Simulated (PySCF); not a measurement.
H2Br2FNSi, singlet, geometry from GFN2-xTB; PySCF with DF-PBE/def2-SVP.

Here is a job for PySCF.
```python
from pyscf import gto, scf, dft

mol = gto.M(
    atom='''
N     2.058081   -0.583680    0.588211
Si    0.387208   -0.320100    0.470516
F    -0.265979   -0.924911    1.790408
Br    0.014702    1.833536    0.402219
Br   -0.659643   -1.306437   -1.194754
H     2.422515   -1.462662    0.911329
H     2.716763   -0.094444    0.009030
''',
    basis='def2-svp',
    charge=0,
    spin=0,
    verbose=4,
    max_memory=1800,
)

mf = dft.RKS(mol)
mf.xc = 'pbe'
mf = mf.density_fit(auxbasis='def2-universal-jkfit')
mf.kernel()
```

**Question.** Predict the main parts of the log of this PySCF run.

**Answer.** 
```
PySCF version 2.14.0

[INPUT] verbose = 4
[INPUT] num. atoms = 7
[INPUT] num. electrons = 102
[INPUT] charge = 0
[INPUT] spin (= nelec alpha-beta = 2S) = 0
[INPUT] symmetry False subgroup None
[INPUT] Mole.unit = angstrom
[INPUT] Symbol           X                Y                Z      unit          X                Y                Z       unit  Magmom
[INPUT]  1 N      2.058081000000  -0.583680000000   0.588211000000 AA    3.889209432171  -1.102995344386   1.111557693457 Bohr   0.0
[INPUT]  2 Si     0.387208000000  -0.320100000000   0.470516000000 AA    0.731717073241  -0.604901332473   0.889146377226 Bohr   0.0
[INPUT]  3 F     -0.265979000000  -0.924911000000   1.790408000000 AA   -0.502627464886  -1.747828479598   3.383380771230 Bohr   0.0
[INPUT]  4 Br     0.014702000000   1.833536000000   0.402219000000 AA    0.027782753483   3.464880879531   0.760083752096 Bohr   0.0
[INPUT]  5 Br    -0.659643000000  -1.306437000000  -1.194754000000 AA   -1.246544609986  -2.468808128998  -2.257757846229 Bohr   0.0
[INPUT]  6 H      2.422515000000  -1.462662000000   0.911329000000 AA    4.577889882651  -2.764030592809   1.722162219374 Bohr   0.0
[INPUT]  7 H      2.716763000000  -0.094444000000   0.009030000000 AA    5.133938015352  -0.178473294108   0.017064226905 Bohr   0.0

nuclear repulsion = 727.558321572292
number of shells = 50
number of NR pGTOs = 246
number of NR cGTOs = 120
basis = def2-svp
ecp = {}

******** <class 'pyscf.df.df_jk.DFRKS'> ********
method = DFRKS
initial guess = minao
damping factor = 0
level_shift factor = 0
DIIS = <class 'pyscf.scf.diis.CDIIS'>
diis_start_cycle = 1
diis_space = 8
diis_damp = 0
SCF conv_tol = 1e-09
SCF conv_tol_grad = None
SCF max_cycles = 50
direct_scf = False
XC library pyscf.dft.libxc version 7.1.2
    S. Lehtola, C. Steigemann, M. J. T. Oliveira, and M. A. L. Marques,  SoftwareX 7, 1–5 (2018)
XC functionals = pbe
    J. P. Perdew, K. Burke, and M. Ernzerhof,  Phys. Rev. Lett. 77, 3865 (1996)
    J. P. Perdew, K. Burke, and M. Ernzerhof,  Phys. Rev. Lett. 78, 1396 (1997)
    J. P. Perdew, K. Burke, and M. Ernzerhof,  Phys. Rev. Lett. 77, 3865 (1996)
    J. P. Perdew, K. Burke, and M. Ernzerhof,  Phys. Rev. Lett. 78, 1396 (1997)
radial grids:
    Treutler-Ahlrichs [JCP 102, 346 (1995); DOI:10.1063/1.469408] (M4) radial grids

becke partition: Becke, JCP 88, 2547 (1988); DOI:10.1063/1.454033
pruning grids: <function nwchem_prune>
grids dens level: 3
symmetrized grids: False
atomic radii adjust function: <function treutler_atomic_radii_adjust>
small_rho_cutoff = 0
Set gradient conv threshold to 3.16228e-05
Initial guess from minao.
tot grids = 107808
init E= -5590.2352913571
  HOMO = -0.299193946235599  LUMO = -0.0516855505077438  gap/eV = 6.73505
cycle= 1 E= -5591.76675138444  delta_E= -1.53  |g|= 0.747  |ddm|= 2.93
  HOMO = -0.161622563419323  LUMO = -0.0389668200361082  gap/eV = 3.33763
cycle= 2 E= -5591.4560598088  delta_E= 0.311  |g|= 1.48  |ddm|=  1.9
  HOMO = -0.234118726753886  LUMO = -0.0239768840782943  gap/eV = 5.71825
cycle= 3 E= -5591.8685001526  delta_E= -0.412  |g|= 0.126  |ddm|= 1.39
  HOMO = -0.243859416299075  LUMO = -0.0310729156324556  gap/eV = 5.79022
cycle= 4 E= -5591.87133489314  delta_E= -0.00283  |g|= 0.0722  |ddm|= 0.217
  HOMO = -0.239264669494331  LUMO = -0.0322258280991967  gap/eV = 5.63381
cycle= 5 E= -5591.87235866396  delta_E= -0.00102  |g|= 0.013  |ddm|= 0.0724
  HOMO = -0.239968942898548  LUMO = -0.0310995404891541  gap/eV = 5.68363
cycle= 6 E= -5591.87239505214  delta_E= -3.64e-05  |g|= 0.0072  |ddm|= 0.022
  HOMO = -0.239631257726885  LUMO = -0.0311634977213546  gap/eV = 5.67270
cycle= 7 E= -5591.87240380542  delta_E= -8.75e-06  |g|= 0.00143  |ddm|= 0.00827
  HOMO = -0.239758445031644  LUMO = -0.0312617505788415  gap/eV = 5.67348
cycle= 8 E= -5591.87240435358  delta_E= -5.48e-07  |g|= 0.000392  |ddm|= 0.00193
  HOMO = -0.239745844377556  LUMO = -0.0312341681853856  gap/eV = 5.67389
cycle= 9 E= -5591.87240438983  delta_E= -3.62e-08  |g|= 8.33e-05  |ddm|= 0.000466
  HOMO = -0.239750141173403  LUMO = -0.0312346946411646  gap/eV = 5.67399
cycle= 10 E= -5591.87240439133  delta_E= -1.5e-09  |g|= 2.22e-05  |ddm|= 0.000137
  HOMO = -0.239750209717549  LUMO = -0.0312357482514671  gap/eV = 5.67397
cycle= 11 E= -5591.87240439143  delta_E= -1.07e-10  |g|= 4.28e-06  |ddm|= 3.33e-05
  HOMO = -0.239749860481347  LUMO = -0.0312354075028671  gap/eV = 5.67397
Extra cycle  E= -5591.87240439141  delta_E= 2.46e-11  |g|= 5.25e-06  |ddm|= 1.02e-05
converged SCF energy = -5591.87240439141
```
